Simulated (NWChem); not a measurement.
All runs are NWChem calculations. System: CH4OZn, charge 0, spin multiplicity 1, at a geometry optimised with B3LYP/def2-SVP. The structure started from a generated list of species. Level: BHandHLYP/def2-TZVP.

The NWChem input:

```
start mol
memory heap 200 mb stack 900 mb global 1100 mb
geometry units angstroms nocenter noautoz noautosym
  Zn     0.000341    -0.036140     0.026807
  C     -0.194153     1.686332    -0.839816
  H     -0.952213     2.301589    -0.329196
  H     -0.508137     1.561537    -1.888538
  H      0.757508     2.241264    -0.831038
  O      0.244428    -1.667234     0.710076
  H     -0.097887    -1.800319     1.602849
end
basis spherical
  * library def2-tzvp
end
dft
  xc bhlyp
  semidirect memsize 60000000 filesize 0
  iterations 100
end
task dft energy
```

Part of the output:

```
             Northwest Computational Chemistry Package (NWChem) 7.3.0
             --------------------------------------------------------

                                NWChem Input Module
                                -------------------

 Scaling coordinates for geometry "geometry" by  1.889725989
 (inverse scale =  0.529177249)

                             Geometry "geometry" -> ""
                             -------------------------

 Output coordinates in angstroms (scale by  1.889725989 to convert to a.u.)

  No.       Tag          Charge          X              Y              Z
 ---- ---------------- ---------- -------------- -------------- --------------
    1 Zn                  30.0000     0.00034100    -0.03614000     0.02680700
    2 C                    6.0000    -0.19415300     1.68633200    -0.83981600
    3 H                    1.0000    -0.95221300     2.30158900    -0.32919600
    4 H                    1.0000    -0.50813700     1.56153700    -1.88853800
    5 H                    1.0000     0.75750800     2.24126400    -0.83103800
    6 O                    8.0000     0.24442800    -1.66723400     0.71007600
    7 H                    1.0000    -0.09788700    -1.80031900     1.60284900

 Effective nuclear repulsion energy (a.u.)     170.5139389615

            Nuclear Dipole moment (a.u.)
            ----------------------------
        X                 Y               Z
 ---------------- ---------------- ----------------
     0.0000132281    -0.0000170075    -0.0000018897


 Summary of "ao basis" -> "" (spherical)
 ------------------------------------------------------------------------------
       Tag                 Description            Shells   Functions and Types
 ---------------- ------------------------------  ------  ---------------------
 *                         def2-tzvp                  on all atoms

                                 NWChem DFT Module
                                 -----------------

 Summary of "ao basis" -> "ao basis" (spherical)
 ------------------------------------------------------------------------------
       Tag                 Description            Shells   Functions and Types
 ---------------- ------------------------------  ------  ---------------------
 Zn                        def2-tzvp                16       48   6s5p4d1f
 C                         def2-tzvp                11       31   5s3p2d1f
 H                         def2-tzvp                 4        6   3s1p
 O                         def2-tzvp                11       31   5s3p2d1f

 Summary of "ao basis" -> "ao basis" (spherical)
 ------------------------------------------------------------------------------
       Tag                 Description            Shells   Functions and Types
 ---------------- ------------------------------  ------  ---------------------
 Zn                        def2-tzvp                16       48   6s5p4d1f
 C                         def2-tzvp                11       31   5s3p2d1f
 H                         def2-tzvp                 4        6   3s1p
 O                         def2-tzvp                11       31   5s3p2d1f

            General Information
            -------------------
          SCF calculation type: DFT
          Wavefunction type:  closed shell.
          No. of atoms     :     7
          No. of electrons :    48
           Alpha electrons :    24
            Beta electrons :    24
          Charge           :     0
          Spin multiplicity:     1
[...]
------------------------------------------------------------

   convergence    iter        energy       DeltaE   RMS-Dens  Diis-err    time
 ---------------- ----- ----------------- --------- --------- ---------  ------
 d= 0,ls=0.0,diis     1  -1894.9952286141 -2.07D+03  1.31D-02  8.82D-01     3.8
 d= 0,ls=0.0,diis     2  -1894.9522439068  4.30D-02  3.61D-03  1.44D+00     4.5
 d= 0,ls=0.0,diis     3  -1895.0853529474 -1.33D-01  8.13D-04  2.64D-02     5.2
 d= 0,ls=0.0,diis     4  -1895.0875711375 -2.22D-03  1.49D-04  3.42D-03     5.9
 d= 0,ls=0.0,diis     5  -1895.0877356628 -1.65D-04  7.23D-05  5.96D-04     6.6
  Resetting Diis
 d= 0,ls=0.0,diis     6  -1895.0877570859 -2.14D-05  2.93D-05  2.65D-05     7.2
 d= 0,ls=0.0,diis     7  -1895.0877602217 -3.14D-06  1.45D-05  4.60D-06     7.9
 d= 0,ls=0.0,diis     8  -1895.0877602383 -1.66D-08  5.99D-06  6.89D-06     8.6

         Total DFT energy =    -1895.087760238273
      One electron energy =    -2980.758126124848
           Coulomb energy =     1001.792233603169
    Exchange-Corr. energy =      -86.635806678083
 Nuclear repulsion energy =      170.513938961489

 Numeric. integr. density =       48.000006211463

     Total iterative time =      7.7s

                       DFT Final Molecular Orbital Analysis
                       ------------------------------------

 Vector   22  Occ=2.000000D+00  E=-3.838408D-01
              MO Center=  1.3D-01, -1.0D+00,  4.8D-01, r^2= 2.4D+00
   Bfn.  Coefficient  Atom+Function         Bfn.  Coefficient  Atom+Function
  ----- ------------  ---------------      ----- ------------  ---------------
     5      0.370171  1 Zn s                104      0.318654  6 O  py
   107      0.273278  6 O  py               110      0.200096  6 O  py
   102     -0.145353  6 O  s                103     -0.145442  6 O  px
     4     -0.141324  1 Zn s                  6      0.132883  1 Zn s
     3     -0.124584  1 Zn s                 23      0.122187  1 Zn d -1

 Vector   23  Occ=2.000000D+00  E=-3.515164D-01
              MO Center=  2.2D-01, -1.6D+00,  6.9D-01, r^2= 9.6D-01
   Bfn.  Coefficient  Atom+Function         Bfn.  Coefficient  Atom+Function
  ----- ------------  ---------------      ----- ------------  ---------------
   103      0.393946  6 O  px               106      0.335583  6 O  px
   109      0.279632  6 O  px               105      0.170374  6 O  pz
   108      0.145133  6 O  pz               104      0.129888  6 O  py
   111      0.121177  6 O  pz               107      0.110611  6 O  py
   110      0.092258  6 O  py                22      0.085087  1 Zn d -2

 Vector   24  Occ=2.000000D+00  E=-3.414194D-01
              MO Center= -6.0D-02,  6.7D-01, -3.8D-01, r^2= 3.2D+00
   Bfn.  Coefficient  Atom+Function         Bfn.  Coefficient  Atom+Function
  ----- ------------  ---------------      ----- ------------  ---------------
    55     -0.256638  2 C  py                58     -0.245032  2 C  py
     5      0.237842  1 Zn s                104     -0.205976  6 O  py
   107     -0.184222  6 O  py                61     -0.158058  2 C  py
    17      0.154352  1 Zn py               110     -0.147537  6 O  py
    56      0.134144  2 C  pz                59      0.126178  2 C  pz

 Vector   25  Occ=0.000000D+00  E= 8.501200D-03
              MO Center= -4.0D-01,  3.0D-01,  7.0D-01, r^2= 6.1D+00
   Bfn.  Coefficient  Atom+Function         Bfn.  Coefficient  Atom+Function
  ----- ------------  ---------------      ----- ------------  ---------------
     6      1.706405  1 Zn s                 53     -1.652492  2 C  s
   102     -0.694084  6 O  s                 88      0.319194  4 H  s
    20      0.316366  1 Zn py                61      0.311430  2 C  py
    94      0.303075  5 H  s                 82      0.269459  3 H  s
   110     -0.232418  6 O  py                62     -0.226208  2 C  pz

 Vector   26  Occ=0.000000D+00  E= 3.044799D-02
              MO Center=  3.6D-01, -1.5D-01, -7.2D-01, r^2= 5.8D+00
   Bfn.  Coefficient  Atom+Function         Bfn.  Coefficient  Atom+Function
  ----- ------------  ---------------      ----- ------------  ---------------
    53      1.038294  2 C  s                 21      0.878929  1 Zn pz
     6     -0.735095  1 Zn s                 19     -0.354675  1 Zn px
    82     -0.298308  3 H  s                102      0.294036  6 O  s
    18      0.244393  1 Zn pz               131     -0.216129  7 H  s
    61     -0.203949  2 C  py                94     -0.150346  5 H  s

 Vector   27  Occ=0.000000D+00  E= 3.445456D-02
              MO Center= -2.7D-02, -2.8D-02,  7.5D-02, r^2= 6.2D+00
   Bfn.  Coefficient  Atom+Function         Bfn.  Coefficient  Atom+Function
  ----- ------------  ---------------      ----- ------------  ---------------
    19      0.833149  1 Zn px                21      0.340303  1 Zn pz
    20      0.273935  1 Zn py                16      0.235923  1 Zn px
   109     -0.159977  6 O  px                94     -0.113382  5 H  s
   103     -0.110740  6 O  px                10     -0.107197  1 Zn px
    60     -0.096836  2 C  px                18      0.096203  1 Zn pz

 center of mass
 --------------
 x =   0.01564817 y =  -0.08673000 z =   0.03025599

 moments of inertia (a.u.)
 ------------------
         421.851255949963          41.178623180615         -18.609191492055
          41.178623180615          95.354329600945         158.708018682346
         -18.609191492055         158.708018682346         349.090212777113

     Multipole analysis of the density
     ---------------------------------

     L   x y z        total         alpha         beta         nuclear
     -   - - -        -----         -----         ----         -------
     0   0 0 0     -0.000000    -24.000000    -24.000000     48.000000

     1   1 0 0     -0.324524     -0.162269     -0.162269      0.000013
     1   0 1 0      0.654628      0.327322      0.327322     -0.000017
     1   0 0 1      0.246830      0.123416      0.123416     -0.000002

     2   2 0 0    -19.775160    -14.266507    -14.266507      8.757854
     2   1 1 0      1.567400     12.096889     12.096889    -22.626378
     2   1 0 1     -1.020742     -5.605878     -5.605878     10.191015
     2   0 2 0    -25.041865   -111.330413   -111.330413    197.618960
     2   0 1 1      0.461515     47.461885     47.461885    -94.462255
     2   0 0 2    -17.686369    -36.021952    -36.021952     54.357535

 Task  times  cpu:        8.6s     wall:        8.6s

 Total times  cpu:        8.6s     wall:        8.6s
```
